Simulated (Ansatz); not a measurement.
Wavefunction ladder for ClFGe$_{2}$H$_{4}$, SMILES `[F][GeH]([Cl])[GeH3]`

Cartesian coordinates in Å:
```
F 1.379 0.926 1.655
Ge 0.610 -0.423 0.871
Cl 2.205 -1.542 -0.035
Ge -0.842 0.454 -0.862
H 0.038 -1.287 2.005
H -1.932 1.317 -0.216
H 0.017 1.287 -1.817
H -1.474 -0.732 -1.601
```

Charge 0, multiplicity 1. Correlated methods include outer-core shells of Ge, which these sets cover unevenly. Scalar relativity is left out up to krypton. The structure was optimised at the PBE0-D4/def2-TZVP level. Frozen core, restricted reference, Ansatz 0.2.0.

```csv
basis,HF (Eh),MP2 corr.
def2-SVP,-4711.33017,-0.77881
def2-TZVPP,-4712.15027,-0.95263
def2-QZVPP,-4712.25262,-1.52394
```

Q: Estimate the CCSD correlation energy and the (T) correction in each basis where they were run (hartree).

A: 
```json
{"basis": "def2-SVP", "CCSD corr.": "-0.80221", "(T)": "-0.01933"}
{"basis": "def2-TZVPP", "CCSD corr.": "-0.98258", "(T)": "-0.03482"}
```
